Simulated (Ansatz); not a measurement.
Total energies of the cluster Sn2Ge⁺ (the lowest doublet isomer of a short search) from Ansatz at PBE0-D4/def2-TZVP, gas phase (1 Eh = 27.2114 eV = 2625.5 kJ/mol). The reference geometry is relaxed at PBE0-D4/def2-TZVP.

Cartesian coordinates in Å:
```
Ge -1.074 0.194 -0.420
Sn 0.114 -1.919 0.447
Sn 0.959 1.725 -0.027
```

```csv
state,geometry,energy (Eh)
charge 1 doublet,reference,-2505.12383
charge 0 singlet,reference,-2505.38364
charge 1 quartet,relaxed at PBE0-D4/def2-TZVP,-2505.11460
```

In the def2 sets Sn takes a core potential; there is no spin–orbit coupling.

Work out the vertical electron affinity, to the singlet.

E(charge 1 doublet) − E(charge 0 singlet) = -2505.12383 − (-2505.38364) = 0.25981 Eh = 7.07 eV.

Which of the charge 1 states is lowest, and how far above it are the others?

The doublet. quartet: -2505.11460 − (-2505.12383) = 0.00923 Eh = 24.2 kJ/mol. The quartet differs in its bonds from the reference.

The structure comes from a short search, and lower isomers may exist.
